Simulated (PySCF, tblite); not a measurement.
Isomers of C3H9F3SSi2. Calculated harmonic vibrations of the isolated species, GFN2-xTB (tblite), most abundant isotopes, no scaling. Against measured fundamentals such values can be off by several per cent, at times by over 20. Modes of hydrogen on silicon can be 10 to 20 % off. One conformer each.

Electronic energies: PBE0/pcSseg-1 single points on the GFN2-xTB geometries (PySCF, gas phase).

```
                    SMILES  electronic energy, lowest = 0 (kJ/mol)
C[SiH2][Si@@H](SC)C(F)(F)F                                    60.3
  CSC[Si@@H]([SiH2]F)C(F)F                                    58.6
CC[Si@@H](S[SiH3])C(F)(F)F                                     0.0
 FC(F)(F)SCC([SiH3])[SiH3]                                   191.5
```

Task: How do GFN2-xTB zero-point energies change the relative energies?

Result: 
```csv
SMILES,ZPE (kJ/mol),of it from modes above 1550 cm⁻¹,electronic (kJ/mol),"with ZPE, lowest = 0 (kJ/mol)",lowest mode (cm⁻¹),rings
CC[Si@@H](S[SiH3])C(F)(F)F,298.0,146.1,0.0,0.0,28,0
CSC[Si@@H]([SiH2]F)C(F)F,297.3,148.0,58.6,57.9,24,0
C[SiH2][Si@@H](SC)C(F)(F)F,296.8,148.9,60.3,59.1,22,0
FC(F)(F)SCC([SiH3])[SiH3],281.2,134.9,191.5,174.6,28,0
```

The zero-point energies span 16.8 kJ/mol, from `FC(F)(F)SCC([SiH3])[SiH3]` to `CC[Si@@H](S[SiH3])C(F)(F)F`. The order is unchanged.

Task: And how do the electronic energies of GFN2-xTB itself compare?

Result: `CC[Si@@H](S[SiH3])C(F)(F)F` 0.0; `CSC[Si@@H]([SiH2]F)C(F)F` 47.5; `C[SiH2][Si@@H](SC)C(F)(F)F` 124.6; `FC(F)(F)SCC([SiH3])[SiH3]` 167.7 kJ/mol, lowest = 0. Against the energies above, taken from the same isomer `CC[Si@@H](S[SiH3])C(F)(F)F`, the largest difference is 64.3 kJ/mol.
